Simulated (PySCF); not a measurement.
# State search for PtO

Unrestricted PBE0; basis Pt x2c-TZVPPall, O x2c-TZVPPall; spin-free X2C with a Gaussian nucleus; PySCF 2.14. Outer shells of the fragments: Pt 5d9 6s1; O 2s2 2p4.

Followed along the bond (rough minima from three points):

```csv
2Ms+1,unpaired,⟨S²⟩ at the start,R at minimum (Å),Te (eV)
3,π ↑↑,2.02,1.71,0.00
1,π ↑↓,1.02,1.71,0.34
3,"σ ↑, π ↑",2.01,1.78,0.74
1,"σ ↑, π ↓",1.01,1.78,0.82
3,"π ↑, δ ↑",2.01,1.83,1.34
1,none,0.00,none in the scan,≤ 1.35
```

Solutions found at the starting distance of 1.775 Å, counted from the lowest of them; the search is not exhaustive and high or unbound solutions are not listed, so other states can lie among these:

| 2Ms+1 | unpaired | term | E (eV) | ⟨S²⟩ | ⟨Lz²⟩ | μ (D) |
| --- | --- | --- | --- | --- | --- | --- |
| 3 | π ↑↑ | mixed | 0.00 | 2.02 | 1.69 | -2.95 |
| 1 | π ↑↓ | mixed | 0.34 | 1.02 | 3.73 | -2.99 |
| 3 | σ ↑, π ↑ | mixed | 0.67 | 2.01 | 2.79 | -3.37 |
| 1 | σ ↑, π ↓ | mixed | 0.75 | 1.01 | 2.83 | -3.35 |
| 1 | none | mixed | 1.30 | 0.00 | 3.70 | -3.12 |
| 3 | π ↑, δ ↑ | mixed | 1.32 | 2.01 | 6.61 | -3.17 |

A term symbol is given only where ⟨S²⟩ and ⟨Lz²⟩ are close to those of a pure state; real π, δ and φ orbitals otherwise mix terms. A positive dipole means Pt(−)O(+).

Spin–orbit coupling is left out. With d or f electrons several states lie close, and the lowest PBE0 determinant need not be the measured ground state.
